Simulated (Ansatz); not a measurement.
Relaxation of AlBrFH₅OSi (10 atoms, charge 0, multiplicity 1), to a largest force component of 0.03 eV/Å in at most 50 steps.

The calculation used RKS B3LYP/def2-SVP (Ansatz 0.2.0).

```xyz
10
Properties=species:S:1:pos:R:3
Al -0.254 -0.190 -0.034
F -0.265 -0.165 1.651
O 1.128 -0.793 -0.786
Si 2.474 -1.558 -1.379
H 2.071 -2.818 -2.071
H 3.175 -0.674 -2.354
H 3.416 -1.900 -0.273
H -1.556 0.192 -0.803
Br 0.370 3.097 1.314
H 0.096 1.865 2.132
```

**Question.** Where does it end, and by what steps?

**Answer.** It converged. After 11 steps the energy has fallen by 0.105 eV; Br9 moved furthest, 0.72 Å.

```tsv
step	energy less start (eV)	largest force component (eV/Å)	accepted
0	0.0000	1.222	yes
1	-0.0669	0.128	yes
2	-0.0623	0.315	no
3	-0.0778	0.102	yes
4	-0.0856	0.108	yes
5	-0.0945	0.149	yes
6	-0.0975	0.136	yes
7	-0.0920	0.504	no
8	-0.1022	0.073	yes
9	-0.1029	0.062	yes
10	-0.1048	0.036	yes
11	-0.1049	0.030	yes
```

```xyz
10
Properties=species:S:1:pos:R:3
Al -0.312 -0.093 0.025
F -0.414 -0.275 1.699
O 1.068 -0.718 -0.732
Si 2.434 -1.443 -1.306
H 2.089 -2.716 -2.006
H 3.126 -0.540 -2.273
H 3.378 -1.755 -0.191
H -1.611 0.284 -0.760
Br 0.593 2.559 0.894
H 0.303 1.752 2.049
```

Whether the end is a true minimum wasn't checked by a vibrational analysis.

Time of the run: 48 s on 4 threads of Arm Neoverse N1, with other jobs on the host, peak memory 0.31 GiB.
